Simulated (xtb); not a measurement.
C3H8O2Si, SMILES [SiH]1(CO)COC1. All values are semi-empirical tight-binding results from xtb (GFN2-xTB unless named), good for trends rather than for accurate numbers. Coordinates come from a GFN2-xTB optimisation. The structure was generated by enumeration, and PubChem lists no compound with its InChIKey, so it may never have been made. One conformer was computed; it need not be the lowest.

```json
{
 "orbital_gap": "4.44 eV",
 "dipole_moment": "2.89 D",
 "zero_point_energy": "66.2 kcal/mol",
 "G − E(el) at 298.15 K (modified RRHO)": "45.7 kcal/mol",
 "static polarisability (D4 model)": "71.1 bohr³",
 "solvation energy, GFN2-xTB/ALPB(water)": "-6.5 kcal/mol",
 "solvation energy, GFN2-xTB/ALPB(octanol)": "-7.0 kcal/mol"
}
```
